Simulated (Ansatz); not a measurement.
Two members of one family (Same ligands, another metal), computed with Ansatz in the gas phase. HOMO and LUMO are taken over both spins. Binding counts from free atoms in the multiplicity of their measured ground term, without zero-point energy. Singlets are spin-restricted. The structures are stationary points that may keep the symmetry of their start. Remarks come from the PBE and PBE0 runs and from stability tests at other levels; not every state was tested. HOMO above LUMO (over both spins in singlets and doublets, within one spin in higher multiplets; at PBE or PBE0), or a gap under 0.15 eV within one spin, warns that the state may not be the lowest or that an electron is smeared out.

First: FeBr2 (quintet, charge 0, PBE-D4/def2-TZVP geometry).

```xyz
3

Fe   -0.0003   -0.0012   -0.0008
Br    0.5724   -1.3512    1.7306
Br   -0.5721    1.3523   -1.7298
```

```tsv
level	HOMO (eV)	LUMO (eV)	gap (eV)	binding per atom (eV)
PBE-D4/def2-TZVPD	-5.67	-5.24	0.43	2.59
revPBE-D4/def2-TZVP	-5.60	-5.05	0.55	2.47
B3LYP-D4/6-31G	-8.08	-4.57	3.51	2.22
PBE0-D4/def2-SVP	-8.13	-3.62	4.51	2.52
BHLYP-D4/def2-TZVP	-9.47	-2.43	7.04	2.32
```

Metal–donor distances: 2 × Br 2.27 Å. Remarks: gap within one spin near zero, HOMO above LUMO (singlet), restricted SCF unstable in HF (singlet), spin-contaminated (⟨S²⟩ up to 3.01) (triplet).

Second: CrBr2 (quintet, charge 0, PBE-D4/def2-TZVP geometry).

```tsv
atom	x (Å)	y (Å)	z (Å)
Cr1	0.000	0.000	0.000
Br2	-0.232	-2.239	-0.588
Br3	0.232	2.239	0.588
```

Question: Estimate the same table for the second.

Answer: 
```tsv
level	HOMO (eV)	LUMO (eV)	gap (eV)	binding per atom (eV)
PBE-D4/def2-TZVPD	-5.78	-5.75	0.03	2.29
revPBE-D4/def2-TZVP	-5.69	-5.64	0.05	2.19
B3LYP-D4/6-31G	-7.22	-4.65	2.57	2.59
PBE0-D4/def2-SVP	-7.53	-4.74	2.79	2.17
BHLYP-D4/def2-TZVP	-8.93	-3.20	5.73	2.20
```

Metal–donor distances: 2 × Br 2.33 Å. Remarks: near-degenerate levels, gap within one spin near zero, spin-contaminated (⟨S²⟩ up to 6.12), HOMO above LUMO (singlet), restricted SCF unstable in HF (singlet), spin-contaminated (⟨S²⟩ up to 3.01) (triplet).
